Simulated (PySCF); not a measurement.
Electron correlation in Au⁺ (gold, charge +1)

[Xe] 4f14 5d9 6s1, high-spin 3D determinant (an excited configuration). Calculation: PySCF 2.14, in aug-cc-pwCVDZ-PP with ECP60MDF; scalar relativity through the core potential. Frozen: 5s2 5p6; 10 electrons correlated.

```json
{"level": "CCSD", "correlation energy (mhartree)": "-270.57"}
{"level": "(T)", "correlation energy (mhartree)": "-6.09"}
{"level": "CCSD(T)", "correlation energy (mhartree)": "-276.66"}
```

Diagnostics: T1 = 0.0080, D1 = 0.0310, largest double amplitude 0.020.

Spin-orbit coupling, absent here, splits the open shell strongly.

Cost of the coupled-cluster step: roughly 12 core-seconds, for 10 correlated electrons.

Iterations:

```
CC2 = 0
CCSD nocc = (np.int64(6), np.int64(4)), nmo = (66, 66)
frozen orbitals [[0, 1, 2, 3], [0, 1, 2, 3]]
max_cycle = 100
direct = 0
conv_tol = 1e-08
conv_tol_normt = 1e-06
diis_space = 8
diis_start_cycle = 0
Init t2, MP2 energy = -0.28412565539522
Init E_corr(UCCSD) = -0.284125655395657
cycle = 1  E_corr(UCCSD) = -0.266819275087048  dE = 0.0173063803  norm(t1,t2) = 0.0384981
cycle = 2  E_corr(UCCSD) = -0.270243931525892  dE = -0.00342465644  norm(t1,t2) = 0.00949573
cycle = 3  E_corr(UCCSD) = -0.270395531186516  dE = -0.000151599661  norm(t1,t2) = 0.00376201
cycle = 4  E_corr(UCCSD) = -0.270576193423709  dE = -0.000180662237  norm(t1,t2) = 0.000818209
cycle = 5  E_corr(UCCSD) = -0.270574218923656  dE = 1.97450005e-06  norm(t1,t2) = 0.000293197
cycle = 6  E_corr(UCCSD) = -0.270567389285677  dE = 6.82963798e-06  norm(t1,t2) = 0.000145159
cycle = 7  E_corr(UCCSD) = -0.270572840665543  dE = -5.45137987e-06  norm(t1,t2) = 8.7333e-05
cycle = 8  E_corr(UCCSD) = -0.270570942894743  dE = 1.8977708e-06  norm(t1,t2) = 3.56191e-05
cycle = 9  E_corr(UCCSD) = -0.270570722912204  dE = 2.19982539e-07  norm(t1,t2) = 6.2774e-06
cycle = 10  E_corr(UCCSD) = -0.270570860550186  dE = -1.37637982e-07  norm(t1,t2) = 1.92877e-06
cycle = 11  E_corr(UCCSD) = -0.270570857755676  dE = 2.7945099e-09  norm(t1,t2) = 6.88943e-07
UCCSD converged
E(UCCSD) = -134.6912236893011  E_corr = -0.2705708577556757
UCCSD(T) correction = -0.00609385699540134
```
